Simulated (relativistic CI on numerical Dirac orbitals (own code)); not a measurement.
## Electric-dipole lines of Pr38+

These numbers are calculated, not measured: Dirac-Coulomb-Breit CI, separate exchange-only KLI orbitals for each configuration, QED by a radiative potential, unscaled Slater integrals (own radial code, finite nucleus).

CI space (outside the closed core [Ne]): 3s2.3p6.3d3, 3s2.3p5.3d4, 3s.3p6.3d4, 3s2.3p6.3d2.4s, 3s2.3p6.3d2.4p, 3s2.3p6.3d2.4d, 3s2.3p5.3d3.4s, 3s2.3p6.3d2.4f, 3s2.3p5.3d3.4p, 3s.3p6.3d3.4s, 3p6.3d4.4p, 3s.3p6.3d3.4p, 3s2.3p6.3d.4s.4p, 3s2.3p6.3d2.5s, 3s.3p6.3d3.4d, 3s2.3p6.3d2.5p, 3s2.3p6.3d.4p.4d, 3s2.3p6.3d2.5f, 3s.3p6.3d2.4s.4p, 3p6.3d5, 3p5.3d6, 3p5.3d5.4s, 3p6.3d4.4s, 3p5.3d4.4s2, 3s2.3p6.3d.4s2, 3s2.3p6.4s2.4p, 3s2.3p6.4s2.4d, 3s2.3p6.3d.4p2, 3s2.3p6.4s.4p2, 3s2.3p6.4p3, 3s2.3p6.4p2.4d, 3s2.3p5.3d.4s.4p2. Double excitations out of closed p, d and f shells are left out; levels of such configurations are missing from the list, as are those of other unlisted configurations, and high levels can miss mixing partners. These lack a partner that the ground configuration has and come out too high: 3s2.3p5.3d3.4p.

| λ vac (nm) | Lower | Upper | A (s⁻¹) | log gf | S velocity/length |
| --- | --- | --- | --- | --- | --- |
| 3.3031 | 3s2.3p6.3d3 4F_5/2 [2] | 3s2.3p5.3d4 4D°_3/2 [158] | 7.26e+11 | -0.32 | 0.71 |
| 3.3091 | 3s2.3p6.3d3 4F_7/2 [4] | 3s2.3p5.3d4 4D°_5/2 [163] | 8.42e+11 | -0.08 | 0.71 |
| 3.3639 | 3s2.3p6.3d3 2G_9/2 [5] | 3s2.3p5.3d4 4D°_7/2 [159] | 1.61e+12 | 0.34 | 0.70 |
| 3.3770 | 3s2.3p6.3d3 2G_7/2 [8] | 3s2.3p5.3d4 2F°_5/2 [173] | 7.86e+11 | -0.09 | 0.70 |
| 3.4057 | 3s2.3p6.3d3 4F_9/2 [9] | 3s2.3p5.3d4 2G°_7/2 [172] | 1.18e+12 | 0.22 | 0.70 |
| 3.4161 | 3s2.3p6.3d3 2F_7/2 [15] | 3s2.3p5.3d4 2D°_5/2 [185] | 1.36e+12 | 0.16 | 0.70 |
| 3.4166 | 3s2.3p6.3d3 2H_11/2 [12] | 3s2.3p5.3d4 2G°_9/2 [179] | 1.46e+12 | 0.41 | 0.69 |
| 3.4446 | 3s2.3p6.3d3 4F_3/2 [1] | 3s2.3p5.3d4 4D°_1/2 [136] | 2.52e+12 | -0.05 | 0.70 |
| 3.4462 | 3s2.3p6.3d3 2G_9/2 [16] | 3s2.3p5.3d4 2F°_7/2 [190] | 1.93e+12 | 0.44 | 0.70 |
| 3.4539 | 3s2.3p6.3d3 4F_9/2 [9] | 3s2.3p5.3d4 4F°_9/2 [167] | 6.26e+11 | 0.05 | 0.71 |
| 3.4645 | 3s2.3p6.3d3 4P_5/2 [7] | 3s2.3p5.3d4 4D°_5/2 [163] | 9.12e+11 | -0.01 | 0.70 |
| 3.4697 | 3s2.3p6.3d3 2F_7/2 [15] | 3s2.3p5.3d4 2F°_7/2 [181] | 9.22e+11 | 0.12 | 0.70 |
| 3.4889 | 3s2.3p6.3d3 2H_11/2 [12] | 3s2.3p5.3d4 2H°_11/2 [171] | 1.76e+12 | 0.59 | 0.70 |
| 3.5084 | 3s2.3p6.3d3 2G_9/2 [16] | 3s2.3p5.3d4 2G°_9/2 [186] | 8.46e+11 | 0.19 | 0.70 |
| 3.5503 | 3s2.3p6.3d3 2D_5/2 [19] | 3s2.3p5.3d4 2F°_7/2 [195] | 8.80e+11 | 0.12 | 0.71 |
| 3.5660 | 3s2.3p6.3d3 2G_9/2 [16] | 3s2.3p5.3d4 2H°_11/2 [182] | 8.52e+11 | 0.29 | 0.71 |
| 3.5997 | 3s2.3p6.3d3 4F_5/2 [2] | 3s2.3p5.3d4 4D°_3/2 [139] | 9.36e+11 | -0.14 | 0.69 |
| 3.6315 | 3s2.3p6.3d3 2G_9/2 [5] | 3s2.3p5.3d4 2G°_9/2 [142] | 1.04e+12 | 0.31 | 0.69 |
| 3.6492 | 3s2.3p6.3d3 4F_7/2 [4] | 3s2.3p5.3d4 4F°_7/2 [141] | 5.97e+11 | -0.02 | 0.69 |
| 3.6628 | 3s2.3p6.3d3 4F_7/2 [4] | 3s2.3p5.3d4 4F°_5/2 [140] | 4.70e+11 | -0.25 | 0.68 |
| 3.6744 | 3s2.3p6.3d3 4P_3/2 [3] | 3s2.3p5.3d4 4P°_1/2 [138] | 1.34e+12 | -0.27 | 0.68 |
| 4.4793 | 3s2.3p6.3d3 4F_5/2 [2] | 3s2.3p5.3d4 4F°_5/2 [92] | 3.52e+11 | -0.20 | 0.64 |
| 4.5420 | 3s2.3p6.3d3 2H_11/2 [12] | 3s2.3p5.3d4 2G°_9/2 [124] | 4.06e+11 | 0.10 | 0.62 |
| 4.6372 | 3s2.3p6.3d3 2G_9/2 [5] | 3s2.3p5.3d4 2G°_9/2 [88] | 3.93e+11 | 0.10 | 0.63 |
| 4.6399 | 3s2.3p6.3d3 4F_7/2 [4] | 3s2.3p5.3d4 4G°_7/2 [87] | 3.20e+11 | -0.08 | 0.63 |
| 4.6470 | 3s2.3p6.3d3 4F_3/2 [1] | 3s2.3p5.3d4 2F°_5/2 [53] | 4.15e+11 | -0.09 | 0.64 |
| 4.6815 | 3s2.3p6.3d3 4F_9/2 [9] | 3s2.3p5.3d4 2H°_9/2 [108] | 3.45e+11 | 0.05 | 0.63 |
| 4.7375 | 3s2.3p6.3d3 2H_11/2 [12] | 3s2.3p5.3d4 2H°_11/2 [113] | 3.19e+11 | 0.11 | 0.63 |
| 4.7729 | 3s2.3p6.3d3 2G_9/2 [5] | 3s2.3p5.3d4 2H°_11/2 [76] | 1.91e+11 | -0.11 | 0.64 |
| 4.8374 | 3s2.3p6.3d3 4F_5/2 [2] | 3s2.3p5.3d4 2F°_7/2 [61] | 1.74e+11 | -0.31 | 0.63 |

Terms are leading LS components. Brackets give the number of a level in order of energy, since labels repeat. The list gives strong lines, with weight on those to low levels, among the lowest 400 of 3779 levels, so that lines to higher ones, which can be the strongest, are missing. Levels whose partners in the same complex of configurations lie outside the list can be far off, and so can their lines. Rates are taken at the computed energies, electric ones in the length gauge. A velocity-to-length ratio far from 1 marks an uncertain rate.

At this charge energies of transitions that change n are usually good to better than 1 %, and those within a shell (Δn = 0) to a few per cent. Terms inside the open d or f shell come out 10 to 20 % too wide with unscaled integrals.

LS names give the leading component of a level, which can be under half, so a name can repeat, a term be missing and a line seem to break the LS rules.
